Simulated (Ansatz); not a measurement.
C2H7BO2 (`CCOBO`), relaxed with RKS PBE-D4/def2-SVP in Ansatz from a rough embedded geometry. The force threshold is 0.03 eV/Å; the program also tests the step.

Total charge 0; spin multiplicity 1.

Start:

```xyz
12

C     0.743   -1.701   -0.189
C     0.229   -0.307   -0.340
O    -0.659   -0.032    0.737
B    -1.239    1.353    0.445
O    -0.590    2.487    1.145
H     1.530   -1.929   -0.979
H     1.330   -1.760    0.790
H    -0.014   -2.430   -0.207
H    -0.266   -0.311   -1.362
H     1.084    0.394   -0.353
H    -2.211    1.444   -0.120
H     0.062    2.792    0.434
```

```tsv
step	energy (eV)	largest force (eV/Å)	largest move (Å)
1	-6945.5047	5.642	0.000
2	-6946.0026	2.854	0.178
3	-6946.2931	1.617	0.194
4	-6946.5653	0.542	0.200
5	-6946.6682	2.946	0.195
6	-6947.0186	1.825	0.200
7	-6947.2476	0.592	0.195
8	-6947.3716	0.495	0.200
9	-6947.4590	0.408	0.200
10	-6947.5126	0.150	0.200
11	-6947.5288	0.066	0.124
12 (rejected)	-6947.5223	0.291	0.076
13	-6947.5313	0.032	0.038
14	-6947.5315	0.148	0.092
15 (rejected)	-6947.5310	0.134	0.029
16	-6947.5334	0.028	0.014
```

End:

```xyz
12

C     0.669   -1.607   -0.039
C     0.477   -0.266   -0.733
O     0.213    0.763    0.218
B    -1.006    1.377    0.301
O    -1.217    2.330    1.253
H     0.931   -2.393   -0.776
H     1.483   -1.548    0.711
H    -0.258   -1.919    0.484
H    -0.351   -0.323   -1.475
H     1.399    0.018   -1.285
H    -1.925    1.107   -0.454
H    -0.415    2.461    1.795
```

It took 18 s on 4 threads of an Arm Neoverse V1 on a shared host, with 0.14 GiB of host memory at the peak.
